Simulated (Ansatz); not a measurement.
Mulliken charges of O₂Se, SMILES `O=[Se]=O` from ωB97M-V/def2-TZVPP in Ansatz (PBE0-D4/def2-TZVP geometry).

```tsv
atom	x (Å)	y (Å)	z (Å)	charge (e)
O1	0.450	-1.291	0.095	-0.454
Se2	-0.516	-0.068	-0.261	0.907
O3	0.066	1.359	0.166	-0.454
```

Task: By hand: the dipole of these point charges (1 e Å = 4.8032 D).

Result: Σ q r = (-0.702, -0.093, -0.355) e Å, of length 0.792 e Å = 3.80 D.

Task: How does the dipole of the full density compare? (An estimate is asked.)

Result: The calculation gave: (-0.543, -0.071, -0.275) e Å, 2.94 D; the point charges give 1.29 times that, at 0° from its direction.

Point charges leave out the atoms' own dipoles, such as those of lone pairs, and Mulliken's split depends on the basis, so the two needn't agree.
